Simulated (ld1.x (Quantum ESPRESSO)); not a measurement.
**Varying the TM potential for hafnium (Hf)**

Base potential:

ld1.x (Quantum ESPRESSO) 7.5 input, shortened:

```
&input
   title='Hf', zed=72., rel=1, dft='PZ', iswitch=3,
   config='[Xe] 4f14 5d2 6s1.75 6p0.25'
 /
 &inputp
   pseudotype=2, tm=.true., lloc=1,
   nlcc=.true., new_core_ps=.true.
 /
3
6S  1  0   1.75   0.00  2.35  2.35  0.0
5D  3  2   2.00   0.00  2.40  2.40  0.0
6P  2  1   0.25   0.00  3.60  3.60  0.0
 &test
   configts(1)='5d2 6s1.75 6p0.25'
 /
```

All-electron outer shells of the reference configuration (LDA (PZ), scalar-relativistic, ld1.x):

| shell | level (eV) | outermost node (bohr) | outermost maximum (bohr) |
| --- | --- | --- | --- |
| 5p | -36.09 | 0.60 | 1.16 |
| 4f | -17.42 | – | 0.45 |
| 6s | -5.52 | 1.37 | 2.85 |
| 5d | -3.19 | 0.67 | 1.69 |
| 6p | -1.66 | 1.66 | 4.00 |

Cutoffs, loose and tight: the cutoffs (Ry, on a coarse ladder) from which the occupation-weighted sum of valence levels, in a spherical-Bessel basis at the reference potential, stays within 10 and 1 mRy of its value at 400 Ry. They do not see the model core or the augmentation charge, which bear on the density cutoff. Test errors are all-electron minus pseudo excitation energies from the reference, over the configurations 5d2 6s2 6p0; 5d2 6s1 6p0; 5d2 6s0 6p0; 5d2.5 6s1.5 6p0; 5d1 6s0 6p0; 5d2 6s1.5 6p0; 5d3 6s0 6p0 (two spin-polarised tests are not counted in the largest error). A dash means not determined; rows that change the core or the reference have their own tests.

```tsv
change	outcome	cutoff, loose	cutoff, tight	bound ghosts	largest test error (meV)
base	generated	21 Ry	30 Ry	none	-354
wave 5d (bound): rc 2.40 bohr becomes 5d (bound): rc 1.64 bohr	generated	25 Ry	30 Ry	none	-355
wave 5d (bound): rc 2.40 bohr becomes 5d (bound): rc 1.94 bohr	generated	25 Ry	30 Ry	none	-355
wave 5d (bound): rc 2.40 bohr becomes 5d (bound): rc 2.28 bohr	generated	25 Ry	30 Ry	none	-355
wave 5d (bound): rc 2.40 bohr becomes 5d (bound): rc 2.82 bohr	generated	18 Ry	30 Ry	none	-344
wave 5d (bound): rc 2.40 bohr becomes 5d (bound): rc 3.14 bohr	generated	18 Ry	30 Ry	none	-327
```

(1) What comes out with this change to the base: wave 5d (bound): rc 2.40 bohr becomes 5d (bound): rc 3.54 bohr?

## Answers

(1) outcome: generated; cutoff, loose: 15 Ry; cutoff, tight: 30 Ry; bound ghosts: none; largest test error (meV): -286.

Reading the sweep of the d radius (base included, trends over the rows without a ghost): The loose cutoff falls from 25 Ry at 1.64 to 15 Ry at 3.54 bohr. A larger radius leaves more room for a smooth pseudo-wave, so fewer plane waves are needed; a smaller one forces it to follow the all-electron wave where it bends sharply. The median size of the test errors (rows with all tests solved) falls from 15.7 meV at 1.64 to 7.6 meV at 3.54 bohr. This runs against the usual rule that a larger radius transfers worse; these runs do not show why.
